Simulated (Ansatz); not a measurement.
Reaction: SiNH4F (SMILES [SiH2](F)N) → SiNH3F (SMILES [NH][SiH2]F, doublet) + H (doublet) (the H-N bond breaks)
Each species at its own B3LYP-D3(BJ)/def2-TZVP minimum (Ansatz, an electronic-structure program), one conformer.

Quantity: bond dissociation energy (electronic), in kcal/mol. Radicals and triplets start from unrestricted determinants; spin-orbit coupling is neglected. Correlated methods leave the cores frozen. Rows without X2C or -DK are non-relativistic. CBS(X,Y): correlation extrapolated as X^-3, Hartree-Fock from the larger set. A bracket is a step between two methods taken in the basis named. '+ core + X2C': CCSD(T) terms for core correlation (cc-pwCVTZ, 1s frozen past Ne) and scalar relativity (cc-pVTZ-DK). For partners of very few electrons the exact lower level stands in for a higher one.

```tsv
level	program	bond dissociation energy (kcal/mol)	difference against the last row
HF/cc-pV(D+d)Z	Ansatz	87.9	-33.2
HF/cc-pV(Q+d)Z	Ansatz	90.0	-31.1
MP2/cc-pV(T+d)Z	Ansatz	121.3	0.2
CCSD(T)/cc-pV(T+d)Z	Ansatz	118.7	-2.4
CCSDT(Q)/cc-pV(D+d)Z	Ansatz	112.6	-8.5
CCSD(T)/CBS(cc-pV(T+d)Z,cc-pV(Q+d)Z) + [CCSDT(Q) - CCSD(T)]/cc-pV(D+d)Z + core + X2C	Ansatz	121.1	0.0
```
